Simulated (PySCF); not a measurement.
## Excitation energy of Sb⁺ by level of theory

Sb⁺ [Kr] 4d10 5s2 5p2 (3P) → Sb⁺ [Kr] 4d10 5s1 5p2 5d1 (high-spin determinant), as a difference of total energies. Calculation: PySCF 2.14, in aug-cc-pVQZ-PP with ECP28MDF (7s7p5d3f2g, 92 functions); a scalar-relativistic core potential. Correlated levels: valence: 4s2 4p6 4d10 frozen. The calculations carry no spin-orbit coupling.

```
           method  excitation energy (eV)
              UHF                  14.448
              LDA                  16.572
              PBE                  16.149
             PBE0                  15.953
          LC-wPBE                  16.150
            TPSSh                  15.974
           B2PLYP                  16.081
    MP2 (valence)                  15.303
SCS-MP2 (valence)                  15.718
```

Problem. How much does correlation contribute at MP2 (valence)?

Solution. 15.303 − (14.448) = 0.855 eV, measured against UHF.

The promoted electron is Rydberg-like, and one or two diffuse shells describe it only roughly, which tends to raise the upper state.

The determinant of the upper state mixes LS terms, which raises its energy above the lowest term, most at the Hartree-Fock and MP2 levels.
